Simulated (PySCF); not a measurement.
2,3,3,3-tetrafluoropropene (C3H2F4), SMILES FC(C(F)(F)F)=C.

The structure is a stationary point at B3LYP-D3(BJ)/def2-SVP.

Computed with PySCF with PBE/def2-TZVP.

Computed frontier levels, gap, dipole moment and polarisability:
The highest occupied level comes out as -7.19 eV and the lowest empty level is -1.79 eV. The orbital gap is 5.40 eV and the dipole moment is 1.90 D. The quadrupole, principal values (traceless, Buckingham form, about the centre of nuclear charge) comes out as -2.51, -2.18, 4.69 D·Å. The mean static polarisability is 39.6 bohr³ (5.87 Å³) and the polarisability, principal values is 30.7, 37.6, 50.5 bohr³.
